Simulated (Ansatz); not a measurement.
Isomers of As$_{4}$P (doublet), relaxed with B3LYP-D4/def2-SVP; total energies from Ansatz at PBE0-D4/def2-TZVP.

| isomer | description | energy (Eh) |
| --- | --- | --- |
| A | point group Cs; 4 × As–As 2.47 to 2.51 Å; 3 × As–P 2.33 to 2.40 Å | -9283.76344 |
| B | point group Cs; 4 × As–As 2.43 to 2.52 Å; 3 × As–P 2.37 to 2.40 Å | -9283.76263 |
| C | point group not assigned; 4 × As–As 2.45 to 2.51 Å; 2 × As–P 2.19 to 2.39 Å | -9283.73686 |

The isomers come from a short search, and lower ones may exist.

**Question.** Work out the relative energies (1 Eh = 2625.5 kJ/mol) and the Boltzmann populations at 1200 K from electronic energies alone (R = 8.314 J/mol/K).

**Answer.** ΔE: A 0.0, B 2.1, C 69.8 kJ/mol. RT = 9.98 kJ/mol. Factors exp(−ΔE/RT): A 1, B 0.81, C 0.000917; sum 1.811. Populations: A 55.2 %, B 44.7 %, C 0.1 %. Zero-point energy, vibrational entropy and symmetry numbers are left out and can shift these; an error of 4 kJ/mol changes a ratio by a factor of 1.5. Over the other density-functional and correlated levels in def2 sets, the gap between A and B ranges from 0 to 3 kJ/mol.
